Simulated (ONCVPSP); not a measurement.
Varying the ONCV potential for carbon (C)

Base potential:

* Element: carbon
* Generator: ONCVPSP 4.0.1
* Type: optimised norm-conserving Vanderbilt (ONCV)
* Functional: PBE
* Relativity: scalar-relativistic
* Frozen core: [He]
* Valence charge: 4
* Reference configuration: 2s2 2p1.5 (charge +0.5)
* Partial waves: 2s: rc 1.30 bohr, ncon 3, nbas 7, qcut 4.9 1/bohr, 1 projector; 2p: rc 1.65 bohr, ncon 4, nbas 9, qcut 7.3 1/bohr, 2 projectors, debl 0.6 Ha
* Local potential: polynomial inside 1.20 bohr (lpopt 4, dvloc0 0 Ha)
* Core correction: Teter function, fcfact 3.25, rcfact 1.55

All-electron outer shells of the reference configuration (PBE, scalar-relativistic, ld1.x):

```csv
shell,level (eV),outermost node (bohr),outermost maximum (bohr)
1s,-280.20,–,0.17
2s,-19.38,0.38,1.20
2p,-10.72,–,1.16
```

Cutoffs, loose and tight: the cutoffs (Ha) at which the residual kinetic energy of the hardest occupied pseudo-wave falls to 1 and 0.1 mHa per electron. They do not see the model core or the augmentation charge, which bear on the density cutoff. Test errors are all-electron minus pseudo excitation energies from the reference, over the configurations 2s2 2p2; 2s2 2p1; 2s2 2p0; 2s1 2p0. A dash means not determined; rows that change the core or the reference have their own tests.

| change | outcome | cutoff, loose | cutoff, tight | bound ghosts | GHOST(+) flags above zero | largest test error (meV) |
| --- | --- | --- | --- | --- | --- | --- |
| base | generated | 19 Ha | 77 Ha | none | none | +351 |
| local potential polynomial inside 1.20 bohr (lpopt 4, dvloc0 -2 Ha) | generated | 19 Ha | 77 Ha | none | none | +370 |
| local potential polynomial inside 1.20 bohr (lpopt 4, dvloc0 -0.5 Ha) | generated | 19 Ha | 77 Ha | none | none | +356 |
| local potential polynomial inside 1.20 bohr (lpopt 4, dvloc0 4 Ha) | generated | 19 Ha | 77 Ha | none | none | +337 |
| local potential polynomial inside 1.20 bohr (lpopt 4, dvloc0 5 Ha) | generated | 19 Ha | 77 Ha | none | none | +329 |
| local potential polynomial inside 1.20 bohr (lpopt 4, dvloc0 6.5 Ha) | generated | 19 Ha | 77 Ha | none | none | +321 |
| local potential polynomial inside 1.20 bohr (lpopt 4, dvloc0 7.5 Ha) | generated | 19 Ha | 77 Ha | none | none | +318 |
| local potential polynomial inside 1.20 bohr (lpopt 4, dvloc0 9 Ha) | generated | 19 Ha | 77 Ha | none | none | +313 |

Q: What comes out with this change to the base: local potential polynomial inside 1.20 bohr (lpopt 4, dvloc0 2.5 Ha)?

A: outcome: generated; cutoff, loose: 19 Ha; cutoff, tight: 77 Ha; bound ghosts: none; GHOST(+) flags above zero: none; largest test error (meV): +251.

Reading the sweep of the dvloc0 (base included, trends over the rows without a ghost): The loose cutoff stays near 19 Ha. The median size of the test errors (rows with all tests solved) is not monotonic: lowest 67.6 meV at 2.5 Ha, highest 97.4 meV at -2 Ha.
